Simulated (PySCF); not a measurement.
**Spin-Hamiltonian simulation**

Molecule: `InChI=1S/C5H4F4O2/c6-4-1-3(2-10-4)11-5(7,8)9/h1,4H,2H2/t4-/m1/s1`.

Geometry (Å), atoms numbered from 1 in this order:
```xyz
15

F    -2.1310   -0.6618    1.8250
C    -1.9226    0.1022    0.7008
C    -0.4979    0.5603    0.6567
C     0.0883   -0.1028   -0.3388
O     1.3668   -0.1382   -0.7885
C     2.3490    0.4677   -0.0731
F     3.4776    0.2644   -0.7152
F     2.1445    1.7755    0.0391
F     2.4454   -0.0342    1.1505
C    -0.8965   -0.9687   -1.0549
O    -2.1209   -0.6578   -0.4404
H    -2.6786    0.9048    0.7345
H    -0.0564    1.2435    1.3782
H    -0.6370   -2.0387   -0.9507
H    -0.9484   -0.7346   -2.1318
```

PySCF 2.14.0 with density-fitted response routines calculation with geometry: PBE0-D3(BJ)/def2-SVP, couplings computed with B3LYP/pcJ-1 (spin–dipole term only in couplings to heteroatoms) and GIAO PBE0/pcSseg-1 shieldings; no solvent, non-relativistic, one conformer, one averaged value for each set of equivalent atoms.

References, each an isolated molecule treated in the same way: TMS for ¹H (σ = 31.27 ppm).

Shifts (ppm): F1 -116.6, F7/F8/F9 -75.2, H12 6.40, H13 5.45, H14 4.77, H15 4.52.
Couplings (Hz): F1–F7, F1–F8, F1–F9: -0.4; F1–H12: 79.1; F1–H13: 0.9; F1–H14: 27.3; F1–H15: 26.9; F7–F8, F7–F9, F8–F9: -5.3; F7–H12, F8–H12, F9–H12: -0.1; F7–H13, F8–H13, F9–H13: 3.2; F7–H14, F8–H14, F9–H14: 0.3; F7–H15, F8–H15, F9–H15: 0.3; H12–H13: 1.7; H12–H14: 4.6; H12–H15: 0.4; H13–H14: -3.0; H13–H15: -2.5; H14–H15: -16.4.

The 8-spin Hamiltonian (Zeeman plus full scalar coupling among like nuclei) was diagonalised exactly; lines are Lorentzian, 0.7 Hz wide, and the maxima above 3 % are listed with the tallest set to 100.

(1) Give the ¹H peak list of this spin system at 80 MHz.

(2) And at 400 MHz?

(3) Among coupled protons with different shifts, which pair is furthest from first order, and how does the field change that?

Results:

(1) 
| Hz | ppm | height |
| --- | --- | --- |
| 554.9 | 6.936 | 55 |
| 554.1 | 6.926 | 62 |
| 553.2 | 6.916 | 64 |
| 552.4 | 6.905 | 60 |
| 550.8 | 6.885 | 61 |
| 550.0 | 6.874 | 66 |
| 549.1 | 6.864 | 66 |
| 548.3 | 6.854 | 60 |
| 475.9 | 5.948 | 52 |
| 475.0 | 5.937 | 60 |
| 474.2 | 5.928 | 64 |
| 473.3 | 5.916 | 61 |
| 471.8 | 5.897 | 59 |
| 470.9 | 5.886 | 65 |
| 470.1 | 5.876 | 68 |
| 469.2 | 5.865 | 62 |
| 444.9 | 5.561 | 9 |
| 444.0 | 5.549 | 11 |
| 443.2 | 5.539 | 13 |
| 441.7 | 5.521 | 37 |
| 440.8 | 5.509 | 44 |
| 440.0 | 5.499 | 46 |
| 439.1 | 5.489 | 71 |
| 438.6 | 5.482 | 76 |
| 437.6 | 5.470 | 84 |
| 436.1 | 5.451 | 100 |
| 435.4 | 5.442 | 85 |
| 434.5 | 5.431 | 87 |
| 433.6 | 5.419 | 77 |
| 433.0 | 5.412 | 77 |
| 432.1 | 5.401 | 51 |
| 431.4 | 5.392 | 48 |
| 430.4 | 5.380 | 40 |
| 428.9 | 5.361 | 15 |
| 428.2 | 5.353 | 12 |
| 427.2 | 5.341 | 10 |
| 409.9 | 5.123 | 18 |
| 406.8 | 5.085 | 16 |
| 405.8 | 5.072 | 15 |
| 402.8 | 5.034 | 11 |
| 393.5 | 4.918 | 64 |
| 390.4 | 4.879 | 65 |
| 389.4 | 4.868 | 72 |
| 386.4 | 4.829 | 58 |
| 381.9 | 4.773 | 86 |
| 381.3 | 4.766 | 86 |
| 379.4 | 4.742 | 91 |
| 378.8 | 4.734 | 88 |
| 375.6 | 4.694 | 13 |
| 366.1 | 4.576 | 72 |
| 363.1 | 4.539 | 85 |
| 362.2 | 4.527 | 85 |
| 359.1 | 4.489 | 60 |
| 354.9 | 4.436 | 80 |
| 354.4 | 4.429 | 82 |
| 352.4 | 4.404 | 77 |
| 351.9 | 4.398 | 76 |
| 338.5 | 4.231 | 19 |
| 336.0 | 4.200 | 18 |

(2) 
Hz from δ = 0 (height): 2602.7 (75), 2601.1 (77), 2598.1 (77), 2596.5 (77), 2523.6 (75), 2522.0 (77), 2519.0 (77), 2517.4 (77), 2188.8 (9), 2188.0 (11), 2187.1 (13), 2185.7 (39), 2184.8 (44), 2183.9 (48), 2183.1 (73), 2182.5 (79), 2181.6 (83), 2180.7 (85), 2180.0 (100), 2179.3 (86), 2178.5 (84), 2177.6 (79), 2177.0 (74), 2176.1 (49), 2175.3 (45), 2174.4 (40), 2173.0 (14), 2172.1 (11), 2171.2 (9), 1934.3 (31), 1931.2 (32), 1929.8 (33), 1926.7 (30), 1917.9 (43), 1914.9 (45), 1913.4 (45), 1910.3 (42), 1907.0 (32), 1904.0 (33), 1902.5 (33), 1899.4 (30), 1890.6 (43), 1887.6 (45), 1886.1 (45), 1883.0 (42), 1830.2 (76), 1827.8 (75), 1813.9 (55), 1811.4 (55), 1803.3 (76), 1800.9 (76), 1787.0 (55), 1784.5 (55)

(3) H14 and H15: Δν/J is about 1.2 at 80 MHz (strongly coupled) and 6.1 at 400 MHz (intermediate, with clear roofing). J in Hz doesn't depend on the field, while Δν in Hz grows in proportion to it.

Unscaled 3J(H,H) at this level run about 10 % above measured values.
